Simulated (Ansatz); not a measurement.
`N[C](=O)[GeH2][OH]` + CH₃OH → `C[O][GeH2][OH]` + `NC=O`  (ligand exchange at a Ge–C bond)

Computed with Ansatz on PBE0-D4/def2-TZVP structures; ΔE is electronic, products minus reactants. CCSD(T)/CBS adds triple-zeta CCSD(T) − MP2 to the extrapolated MP2 energy (def2 sets, frozen cores). This one scheme is used for every species. DFT in def2-TZVPP. B3LYP here is the variant with VWN-RPA as its local correlation; programs differ in this. HSE06 is defined as in plane-wave codes. For Ge outer-core shells are correlated without core-valence functions, which leaves a few kJ/mol of doubt a bond. Scalar relativity is left out up to krypton. Each species was taken in one conformer, which may not be the lowest.

```json
{"level": "PBE-D4", "ΔE (kJ/mol)": "-41.1", "difference from CCSD(T)/CBS": "10.3"}
{"level": "revPBE-D4", "ΔE (kJ/mol)": "-41.7", "difference from CCSD(T)/CBS": "9.7"}
{"level": "BLYP-D4", "ΔE (kJ/mol)": "-48.3", "difference from CCSD(T)/CBS": "3.1"}
{"level": "r2SCAN-D4", "ΔE (kJ/mol)": "-49.8", "difference from CCSD(T)/CBS": "1.6"}
{"level": "PBE0-D4", "ΔE (kJ/mol)": "-45.8", "difference from CCSD(T)/CBS": "5.6"}
{"level": "B3LYP-D4", "ΔE (kJ/mol)": "-51.7", "difference from CCSD(T)/CBS": "-0.3"}
{"level": "r2SCANh-D4", "ΔE (kJ/mol)": "-50.7", "difference from CCSD(T)/CBS": "0.7"}
{"level": "r2SCAN0-D4", "ΔE (kJ/mol)": "-52.1", "difference from CCSD(T)/CBS": "-0.7"}
{"level": "HSE06-D4", "ΔE (kJ/mol)": "-45.8", "difference from CCSD(T)/CBS": "5.6"}
{"level": "BHLYP-D4", "ΔE (kJ/mol)": "-58.7", "difference from CCSD(T)/CBS": "-7.3"}
{"level": "CAM-B3LYP-D4", "ΔE (kJ/mol)": "-55.0", "difference from CCSD(T)/CBS": "-3.6"}
{"level": "ωB97X-V", "ΔE (kJ/mol)": "-54.1", "difference from CCSD(T)/CBS": "-2.7"}
{"level": "ωB97M-V", "ΔE (kJ/mol)": "-51.2", "difference from CCSD(T)/CBS": "0.2"}
{"level": "B2PLYP", "ΔE (kJ/mol)": "-56.6", "difference from CCSD(T)/CBS": "-5.2"}
{"level": "PBE-QIDH", "ΔE (kJ/mol)": "-53.4", "difference from CCSD(T)/CBS": "-2.0"}
{"level": "PBE", "ΔE (kJ/mol)": "-42.6", "difference from CCSD(T)/CBS": "8.8"}
{"level": "revPBE", "ΔE (kJ/mol)": "-44.7", "difference from CCSD(T)/CBS": "6.7"}
{"level": "BLYP", "ΔE (kJ/mol)": "-51.4", "difference from CCSD(T)/CBS": "0.0"}
{"level": "r2SCAN", "ΔE (kJ/mol)": "-50.2", "difference from CCSD(T)/CBS": "1.2"}
{"level": "PBE0", "ΔE (kJ/mol)": "-47.1", "difference from CCSD(T)/CBS": "4.3"}
{"level": "r2SCANh", "ΔE (kJ/mol)": "-51.1", "difference from CCSD(T)/CBS": "0.3"}
{"level": "HSE06", "ΔE (kJ/mol)": "-47.1", "difference from CCSD(T)/CBS": "4.3"}
{"level": "BHLYP", "ΔE (kJ/mol)": "-61.0", "difference from CCSD(T)/CBS": "-9.6"}
{"level": "CAM-B3LYP", "ΔE (kJ/mol)": "-56.4", "difference from CCSD(T)/CBS": "-5.0"}
{"level": "LC-ωPBE", "ΔE (kJ/mol)": "-51.3", "difference from CCSD(T)/CBS": "0.1"}
{"level": "RPA@PBE/def2-TZVPP", "ΔE (kJ/mol)": "-53.3", "difference from CCSD(T)/CBS": "-1.9"}
{"level": "HF/def2-SVP", "ΔE (kJ/mol)": "-72.2", "difference from CCSD(T)/CBS": "-20.8"}
{"level": "MP2/def2-SVP", "ΔE (kJ/mol)": "-63.2", "difference from CCSD(T)/CBS": "-11.8"}
{"level": "CCSD(T)/def2-SVP", "ΔE (kJ/mol)": "-60.3", "difference from CCSD(T)/CBS": "-8.9"}
{"level": "HF/def2-TZVPP", "ΔE (kJ/mol)": "-75.2", "difference from CCSD(T)/CBS": "-23.8"}
{"level": "MP2/def2-TZVPP", "ΔE (kJ/mol)": "-56.7", "difference from CCSD(T)/CBS": "-5.3"}
{"level": "SCS-MP2/def2-TZVPP", "ΔE (kJ/mol)": "-61.1", "difference from CCSD(T)/CBS": "-9.7"}
{"level": "CCSD/def2-TZVPP", "ΔE (kJ/mol)": "-57.1", "difference from CCSD(T)/CBS": "-5.7"}
{"level": "CCSD(T)/def2-TZVPP", "ΔE (kJ/mol)": "-54.0", "difference from CCSD(T)/CBS": "-2.6"}
{"level": "HF/def2-QZVPP", "ΔE (kJ/mol)": "-76.6", "difference from CCSD(T)/CBS": "-25.2"}
{"level": "MP2/def2-QZVPP", "ΔE (kJ/mol)": "-55.8", "difference from CCSD(T)/CBS": "-4.4"}
{"level": "SCS-MP2/def2-QZVPP", "ΔE (kJ/mol)": "-60.3", "difference from CCSD(T)/CBS": "-8.9"}
{"level": "HF/CBS(def2)", "ΔE (kJ/mol)": "-76.8", "difference from CCSD(T)/CBS": "-25.4"}
{"level": "MP2/CBS(def2)", "ΔE (kJ/mol)": "-54.2", "difference from CCSD(T)/CBS": "-2.8"}
{"level": "CCSD/CBS(def2)", "ΔE (kJ/mol)": "-54.5", "difference from CCSD(T)/CBS": "-3.1"}
{"level": "CCSD(T)/CBS", "ΔE (kJ/mol)": "-51.4", "difference from CCSD(T)/CBS": "0"}
```

**Question.** What do rigid-rotor, harmonic-oscillator terms from PBE0-D4/def2-TZVP frequencies (298.15 K, 1 bar) make of the CCSD(T)/CBS value? (An estimate is asked.)

**Answer.** Computed: ΔZPE = -1.1 kJ/mol, ΔH = -52.3 kJ/mol, ΔS = 13 J/(mol·K), ΔG = -56.0 kJ/mol. Modes under 50 cm⁻¹ make the entropy rough.

Largest T1 diagnostic among the species: 0.016.

Leaving LDA and LC-ωPBE aside and taking each functional with its dispersion term where it has one, the values spread over 17.6 kJ/mol, from BHLYP-D4 to PBE-D4. LDA lies +6.1 kJ/mol from PBE without D4. From BLYP to BHLYP (50 % exact exchange), in def2-TZVPP and without D4, ΔE moves by −9.6 kJ/mol.
